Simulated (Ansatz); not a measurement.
Relaxation of C2H8AlFSi (13 atoms, charge 0, multiplicity 1), to a largest force component of 0.015 eV/Å in at most 40 steps.

Level of theory: RKS B3LYP-D4/def2-mTZVP in Ansatz.

```xyz
13
Properties=species:S:1:pos:R:3:forces:R:3
C -2.014 -0.324 -0.112 -0.59 2.42 -0.76
Al -0.111 0.081 -0.068 -0.40 0.76 -0.46
Si 1.344 -1.571 0.704 1.02 0.13 1.06
C 0.672 1.854 -0.673 -0.40 -0.59 4.98
F 1.564 1.635 -1.635 1.97 -0.14 -2.29
H -2.257 -1.133 -0.786 -0.21 -0.43 0.04
H -2.565 0.614 -0.515 0.63 -1.44 0.59
H -2.387 -0.487 0.893 -0.28 -0.37 0.11
H 1.040 -1.897 2.149 0.05 -0.08 -0.34
H 2.755 -1.058 0.683 -0.13 -0.25 0.00
H 1.251 -2.771 -0.106 0.03 -0.71 -0.29
H -0.108 2.510 -0.963 -0.46 1.17 -0.48
H 1.242 2.288 0.311 -1.23 -0.47 -2.16
```

Where does it end, and by what steps?

It converged. The force dipped under the threshold on the way, but the program's further checks kept it going. After 17 steps the energy has fallen by 0.672 eV; H13 moved furthest, 1.12 Å.

```json
{"step": "0", "energy less start (eV)": "0.0000", "largest force component (eV/Å)": "4.985", "accepted": "yes"}
{"step": "1", "energy less start (eV)": "-0.5160", "largest force component (eV/Å)": "2.394", "accepted": "yes"}
{"step": "2", "energy less start (eV)": "-0.6118", "largest force component (eV/Å)": "0.742", "accepted": "yes"}
{"step": "3", "energy less start (eV)": "-0.6369", "largest force component (eV/Å)": "0.349", "accepted": "yes"}
{"step": "4", "energy less start (eV)": "-0.6481", "largest force component (eV/Å)": "0.092", "accepted": "yes"}
{"step": "5", "energy less start (eV)": "-0.6521", "largest force component (eV/Å)": "0.090", "accepted": "yes"}
{"step": "6", "energy less start (eV)": "-0.6459", "largest force component (eV/Å)": "0.577", "accepted": "no"}
{"step": "7", "energy less start (eV)": "-0.6552", "largest force component (eV/Å)": "0.094", "accepted": "yes"}
{"step": "8", "energy less start (eV)": "-0.6595", "largest force component (eV/Å)": "0.169", "accepted": "yes"}
{"step": "9", "energy less start (eV)": "-0.6623", "largest force component (eV/Å)": "0.212", "accepted": "yes"}
{"step": "10", "energy less start (eV)": "-0.6657", "largest force component (eV/Å)": "0.128", "accepted": "yes"}
{"step": "11", "energy less start (eV)": "-0.6687", "largest force component (eV/Å)": "0.092", "accepted": "yes"}
{"step": "12", "energy less start (eV)": "-0.6698", "largest force component (eV/Å)": "0.202", "accepted": "yes"}
{"step": "13", "energy less start (eV)": "-0.6711", "largest force component (eV/Å)": "0.071", "accepted": "yes"}
{"step": "14", "energy less start (eV)": "-0.6717", "largest force component (eV/Å)": "0.015", "accepted": "yes"}
{"step": "15", "energy less start (eV)": "-0.6719", "largest force component (eV/Å)": "0.034", "accepted": "yes"}
{"step": "16", "energy less start (eV)": "-0.6720", "largest force component (eV/Å)": "0.019", "accepted": "yes"}
{"step": "17", "energy less start (eV)": "-0.6721", "largest force component (eV/Å)": "0.005", "accepted": "yes"}
```

```xyz
13
Properties=species:S:1:pos:R:3
C -2.047 -0.153 0.019
Al -0.098 0.091 -0.039
Si 1.457 -1.684 0.651
C 0.594 1.839 -0.708
F 2.013 1.863 -0.742
H -2.370 -0.895 -0.719
H -2.604 0.765 -0.184
H -2.382 -0.532 0.990
H 1.146 -2.152 2.032
H 2.885 -1.279 0.627
H 1.314 -2.875 -0.236
H 0.245 2.067 -1.722
H 0.274 2.685 -0.086
```

Whether the end is a true minimum wasn't checked by a vibrational analysis.

Time of the run: 2.1 min on 2 threads of Arm Neoverse N1, on a shared host, peak memory 0.31 GiB.
